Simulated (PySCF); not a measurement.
Gas-phase reaction: GeH₃F + 3 Cl ⇌ GeCl₃ + H₂ + HF

Computed with PySCF (xtb for GFN2) and rigid-rotor harmonic-oscillator thermochemistry at 1 bar. † marks an energy on the PBE0/def2-TZVP geometry and frequencies; other levels use their own. MP2 freezes the core. 6-31G* has spherical d functions here. Open shells (unrestricted): Cl (multiplicity 2, electronic degeneracy 6), GeCl₃ (multiplicity 2); the rest are closed-shell singlets. GFN2 has no spin-polarisation term. Spin-orbit splitting is ignored; it lowers the true energy and changes the entropy of Cl. B3LYP is the form with VWN-RPA correlation. Ge: all electrons, no relativistic terms. GeCl₃: computed as isolated molecules; such fragments, hydroxides, amides, oligomers or adducts are transient or little studied in the gas. MP2 isn't extrapolated to the basis-set limit; its ΔH°(298 K) is -578.4 kJ in def2-SVP and -670.0 kJ in def2-TZVPP. The harmonic model lacks anharmonicity and excited electronic states, which grow with temperature; levels with a mode under 35 cm⁻¹ are left out.

| level | ΔE electronic, kJ | ΔH°(298 K), kJ | ΔS°(298 K), J/K | ΔG°(2500 K), kJ |
|---|---|---|---|---|
| B3LYP/def2-TZVP† | -616 | -617 | -117 | -327 |
| BLYP/def2-TZVP† | -628 | -629 | -117 | -339 |
| GFN2-xTB | -657 | -659 | -107 | -387 |
| HF/6-31G* | -356 | -358 | -119 | -68 |
| MP2/def2-TZVPP† | -669 | -670 | -117 | -380 |
| PBE/def2-SVP | -657 | -658 | -113 | -377 |
| PBE/def2-TZVP† | -685 | -685 | -117 | -396 |
| PBE0/def2-SVP† | -623 | -624 | -117 | -334 |
| PBE0/def2-TZVP | -654 | -654 | -117 | -364 |
| r2SCAN/def2-TZVP† | -667 | -667 | -117 | -378 |
| ωB97M-V/def2-TZVP† | -656 | -656 | -117 | -366 |
ΔH° is lowest at PBE/def2-TZVP† and highest at HF/6-31G*. No reference value is set beside these.
